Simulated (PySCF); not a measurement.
CHOS, SMILES `O=[C]S` (O–C–S–H torsion 180°) (charge 0, multiplicity 2)

Computed with PySCF with PBE-D3(BJ)/def2-TZVP.

- highest occupied spin orbital = -5.10 eV
- dipole moment = 2.02 D
- total energy = -13928.00 eV
- cost = roughly 2.3 core-minutes

```xyz
4

O     -1.7936     0.0178    -0.0132
C     -0.6604    -0.3201    -0.0351
S      0.8171     0.6869     0.0704
H      1.6369    -0.3846    -0.0221
```
Charge 0, spin multiplicity 2.
